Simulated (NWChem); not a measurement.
System meant: AlH₃S; SMILES [AlH2][SH]

Here is an NWChem input.

```
start job
memory heap 200 mb stack 900 mb global 1100 mb
geometry units angstroms noautoz
  Al     0.138606    -1.155219     0.054463
  H      1.349849    -2.007715    -0.502614
  H     -1.299145    -1.734423     0.385028
  S      0.524938     0.972401     0.375561
  H     -0.720223     1.247508     0.823760
end
basis spherical
  * library def2-svp
end
dft
  xc xpbe96 cpbe96
  iterations 4
  mulliken
end
task dft energy
```

End of the output:

```
    Atom       Charge   Shell Charges
 -----------   ------   -------------------------------------------------------
    1 Al  13    12.75   2.00  1.94  0.68  0.33  5.81  0.96  0.81  0.22
    2 H    1     1.13   0.62  0.49  0.01
    3 H    1     1.13   0.63  0.49  0.01
    4 S   16    16.00   2.00  1.95  0.99  0.67  5.81  1.90  2.64  0.04
    5 H    1     1.00   0.61  0.30  0.08

 center of mass
 --------------
 x =   0.03804292 y =   0.04117079 z =   0.00000000

 moments of inertia (a.u.)
 ------------------
         280.394409934144          -0.000000000000           0.000000000000
          -0.000000000000          20.484888366768           0.000000000000
           0.000000000000           0.000000000000         300.879298300913

     Multipole analysis of the density
     ---------------------------------

     L   x y z        total         alpha         beta         nuclear
     -   - - -        -----         -----         ----         -------
     0   0 0 0     -0.000000    -16.000000    -16.000000     32.000000

     1   1 0 0     -0.355836     -0.177918     -0.177918      0.000000
     1   0 1 0     -0.151330     -0.075665     -0.075665      0.000000
     1   0 0 1     -0.000000     -0.000000     -0.000000      0.000000

     2   2 0 0    -21.336166    -20.754787    -20.754787     20.173409
     2   1 1 0     -1.227115      0.761339      0.761339     -2.749792
     2   1 0 1     -0.000000     -0.000000     -0.000000      0.000000
     2   0 2 0    -22.252028    -87.557472    -87.557472    152.862917
     2   0 1 1     -0.000000     -0.000000     -0.000000      0.000000
     2   0 0 2    -19.615975     -9.807988     -9.807988      0.000000

 ------------------------------------------------------------------------
 dft energy failed                                                                                  0
 ------------------------------------------------------------------------
 ------------------------------------------------------------------------
  current input line :
    18: task dft energy
 ------------------------------------------------------------------------
 ------------------------------------------------------------------------
 This type of error is most commonly associated with calculations not reaching convergence criteria
 ------------------------------------------------------------------------
 For more information see the NWChem manual at https://nwchemgit.github.io

0:dft energy failed:Received an Error in Communication
```

Task: Find the fault in this run and fix the input.

Result: The run did not converge; its last values are not results. Cause: the SCF was allowed too few iterations. This input runs:
```
start job
memory heap 200 mb stack 900 mb global 1100 mb
geometry units angstroms noautoz
  Al     0.138606    -1.155219     0.054463
  H      1.349849    -2.007715    -0.502614
  H     -1.299145    -1.734423     0.385028
  S      0.524938     0.972401     0.375561
  H     -0.720223     1.247508     0.823760
end
basis spherical
  * library def2-svp
end
dft
  xc xpbe96 cpbe96
  iterations 150
  mulliken
end
task dft energy
```
It converges to -641.92454 Ha (PBE/def2-SVP).
